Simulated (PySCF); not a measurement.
Computed with PBE-D3(BJ)/def2-TZVP // B3LYP-D3(BJ)/def2-TZVP (PySCF 2.14.0). Isolated molecules, 0 K electronic values unless said otherwise. One relaxed conformer stands for a flexible species; it need not be the lowest. Excitations are Tamm–Dancoff values on a coarser integration grid. The basis has no diffuse functions, so Rydberg states are missing or too high.

Reference species (SMILES): `[CH3][In]([CH3])[CH3]` (neutral, multiplicity 1).

```
Property                Value
-------------------  --------
T1 excitation (TDA)   4.09 eV
LUMO                 -1.61 eV
```

Changed species: `[CH3][In]([CH3])[NH2]` (1 of 3 CH3 replaced by NH2; the reference has 0 of 3 CH3 replaced by NH2).

Predict the effect on the T1 excitation (TDA) and LUMO.

the T1 excitation (TDA) falls by 0.32 eV, to 3.77 eV; the LUMO increases by 0.53 eV, to -1.08 eV.
